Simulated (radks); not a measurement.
Spherical quantum dot in the effective-mass picture: electrons in a parabolic well V = omega^2 r^2 / 2 with omega = 0.082, with a point charge +1 (a donor) at the centre, all in effective atomic units (hartree* = m*/eps^2 hartree, bohr* = eps/m* bohr), one dielectric constant everywhere. Method: non-relativistic Kohn-Sham, PBE, spin-polarised, spherical densities; computed with a radial shooting solver with Libxc functionals. Levels are named by radial order and angular momentum (1s, 1p, 1d, 2s, ...), and open shells are averaged over m. Results are scaled to m* = 0.245 and eps = 8.9, for which hartree* = 84.17 meV and bohr* = 1.922 nm.

N = 19, configuration 1s2 1p6 1d(up 5, down 4) 2s2. This is the lowest configuration that the search found (a dilute case). Occupied levels:

level    occupation  eigenvalue (meV)  <r> (nm)
1s down           1            151.90     6.419
1s up             1            151.91     6.603
2s up             1            154.71     17.83
2s down           1            154.87     17.89
1p up             3            155.08     19.90
1p down           3            155.26     19.77
1d up             5            156.86     21.19
1d down           4            157.06     21.12

Energy (meV): total 1621.32, kinetic 107.56, external 316.17, Hartree 1393.4, exchange-correlation -195.78.
